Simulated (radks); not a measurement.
The numbers below are computed, except where a source is named.
Valence configurations of C IV (all share [He]). Level of theory: Dirac Kohn-Sham, PBE, spin-unpolarised, spherical densities, finite nucleus; open shells fill j = l - 1/2 first; Fermi nuclear charge, rms radius 2.4702 fm (a radial shooting solver on a logarithmic mesh with Libxc functionals). Energies are relative to 2s1; eigenvalues in eV.

valence      E (eV)  e(2p1/2)  e(2s1/2)
2s1           0.000         -   -56.105
2p1           8.009   -47.186         -
2s0.5 2p0.5   3.999   -47.648   -55.656

NIST lists [He] 2s1 as the ground configuration; this level of theory agrees among the configurations tried. The energies are those of spherical spin-averaged densities, not of single terms.
